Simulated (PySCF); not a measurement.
C$_{2}$H$_{2}$F$_{3}$O$_{2}$ (SMILES OC(=[OH+])C(F)(F)F), charge +1, singlet, at a GFN2-xTB geometry. Base run: PBE/STO-3G run with PySCF.

The PySCF input:
```python
from pyscf import gto, scf, dft

mol = gto.Mole()
mol.atom = '''
    O     1.60853260   -0.88459897    0.02028416
    C     0.90805593    0.14957858   -0.08119017
    O     1.25456321    1.33780754   -0.27055162
    C    -0.66666345   -0.09815298    0.05643252
    F    -1.30533713    1.03736901   -0.08535804
    F    -0.89868137   -0.60744521    1.24860373
    F    -1.03378219   -0.94934942   -0.87846494
    H     2.59287415   -0.88028630   -0.04247575
    H     2.19421086    1.62089485   -0.36986561
'''
mol.basis = 'sto-3g'
mol.charge = 1
mol.verbose = 4
mol.build()

mf = dft.RKS(mol)
mf.xc = 'pbe'
mf.kernel()
mf.analyze()
```

The base run was repeated with changes; each row names its change, and settings that it needs were set with it.

| change | ΔE vs base (mEh) | grid points | electrons on the grid |
|---|---|---|---|
| base | 0.000 | 118808 | 55.99999 |
| grids.prune = dft.gen_grid.treutler_prune | 0.001 | 103432 | 55.99999 |
| grids.radi_method = delley | 0.000 | 126616 | 55.99999 |
| grids.radi_method = mura_knowles | 0.000 | 113624 | 55.99999 |
| grids.level = 0 | -89.798 | 8848 | 56.03355 |
| grids.atom_grid = (30, 110) | -0.688 | 22120 | 55.99960 |
| grids.level = 2 | -0.003 | 90392 | 55.99999 |
| grids.prune = dft.gen_grid.sg1_prune | 0.055 | 53128 | 55.99992 |
| grids.level = 1 | 0.153 | 41568 | 55.99995 |
| grids.atom_grid = (75, 302) | 0.000 | 128864 | 55.99999 |
| grids.prune = off | 0.000 | 188752 | 55.99999 |
